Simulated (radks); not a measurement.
Question: The indium ion In3+, [Kr] 4d10. Method: non-relativistic Kohn-Sham, LDA (Slater exchange, Perdew-Wang correlation), spin-polarised, spherical densities, point nucleus; computed with a radial shooting solver on a logarithmic mesh with Libxc functionals. Every spin shell is full or empty, so the densities are truly spherical. Functionals are evaluated on that one density, not self-consistently. Rank these orbital-free kinetic functionals by their error against the exact value of the orbitals, and give that value: Thomas-Fermi, TF + vW, TF + vW/9, LC94, APBEK, Perdew 92, Thakkar, LKT, PG1, DePristo-Kress.

Answer: Exact: 5732.10 hartree. From best to worst, with 100 (|E| - |E exact|)/|E exact| (equal figures are ties): LC94 +0.07, DePristo-Kress -0.09, APBEK +0.12, Thakkar -0.57, Perdew 92 -0.67, TF + vW/9 -0.68, Thomas-Fermi -5.32, PG1 +15.19, LKT +19.32, TF + vW +36.48.
